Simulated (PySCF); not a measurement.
1-bromo-1-fluoropropa-1,2-diene (C3H2BrF), SMILES C=C=C(F)Br. Atoms are numbered in the order given.

```xyz
7

C     -0.8173     2.7734     0.0000
C     -0.1385     1.6562     0.0000
C      0.5179     0.5271     0.0000
F      1.8385     0.4339     0.0000
Br    -0.3341    -1.1477     0.0000
H     -1.1130     3.2621    -0.9361
H     -1.1130     3.2621     0.9361
```
Charge 0, spin multiplicity 1.

The structure is a stationary point at PBE0-D3(BJ)/def2-SVP.

Two levels are set side by side: PBE/pcSseg-1 (PySCF) and B3LYP/pcSseg-1 (PySCF). GIAO shifts against CFCl3 (¹⁹F), TMS (¹H), TMS (¹³C) at the same level; non-relativistic, no solvent, atoms listed together averaged. Without spin–orbit terms, shifts of atoms bonded to Cl or Br come out too high at both levels. Differences are taken from unrounded values.

| quantity | PBE |
|---|---|
| δ(¹³C) of C1 (ppm) | 100.3 |
| δ(¹³C) of C2 (ppm) | 214.2 |
| δ(¹³C) of C3 (ppm) | 150.1 |
| δ(¹⁹F) of F4 (ppm) | -120.2 |
| δ(¹H) of H6, H7 (ppm) | 6.25 |

Question: These are the PBE values. What does B3LYP give? (The exact figures need the calculation; the answer reports its results.)

Answer: 
| quantity | B3LYP | PBE minus B3LYP |
|---|---|---|
| δ(¹³C) of C1 (ppm) | 100.9 | -0.6 |
| δ(¹³C) of C2 (ppm) | 217.7 | -3.6 |
| δ(¹³C) of C3 (ppm) | 150.9 | -0.8 |
| δ(¹⁹F) of F4 (ppm) | -115.3 | -4.9 |
| δ(¹H) of H6, H7 (ppm) | 6.18 | 0.07 |

Rough cost on one machine, each run with all the roots and properties that it gave: B3LYP against PBE within a factor of 2.
